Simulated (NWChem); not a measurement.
Species: InCl$_{3}$; SMILES [Cl][In]([Cl])[Cl]

```xyz
4

In     0.0000     0.0000     0.0000
Cl     1.6099    -1.6718     0.0000
Cl    -2.2528    -0.5583     0.0000
Cl     0.6429     2.2301     0.0000
```
Atoms are numbered in this order, from 1.

Computed with NWChem. Geometry: optimised at PBE0/def2-SVP. No frequency run checked for a minimum. def2 effective core potentials on In; no spin-orbit coupling. Ions are spin-unrestricted doublets at the neutral geometry; other ion states weren't tried.

For level PBE/def2-SVP:

vertical ionisation energy, ΔSCF (eV): 10.65
−ε(HOMO) (eV): 7.77

Question: Estimate the same quantities for level PBE0/def2-SVP.

Answer: 
- vertical ionisation energy, ΔSCF (eV) = 11.33
- −ε(HOMO) (eV) = 9.26
